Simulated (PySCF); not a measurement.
Nuclear repulsion and electron count by hand

System: triplet silylene (H2Si), triplet, geometry from GFN2-xTB. Level: PySCF with BHANDHLYP/STO-3G. Sums are taken with unrounded values, so a last digit can differ.

Coordinates (Å):

```
atom         x         y         z
----  --------  --------  --------
Si1   -0.00639  -0.00195   0.08524
H2     0.04567   1.28384  -0.56751
H3     0.04381  -1.25653  -0.62579
```

Question: Work out the nuclear repulsion energy and the numbers of alpha and beta electrons.

Answer: In atomic units each pair adds Z_i Z_j / r_ij, with r in bohr (1 bohr = 0.529177 Å).
| pair | r (Å) | r (bohr) | Z_i Z_j | term (Eh) |
|---|---|---|---|---|
| Si1-H2 | 1.4429 | 2.7267 | 14 | 5.1343 |
| Si1-H3 | 1.4429 | 2.7267 | 14 | 5.1343 |
| H2-H3 | 2.5410 | 4.8019 | 1 | 0.2083 |
The sum is 10.4769 Eh; PySCF gives 10.4769 Eh. The atomic numbers add up to 16, so at charge +0 there are 16 electrons; multiplicity 3 means 2 unpaired, so 9 alpha and 7 beta.
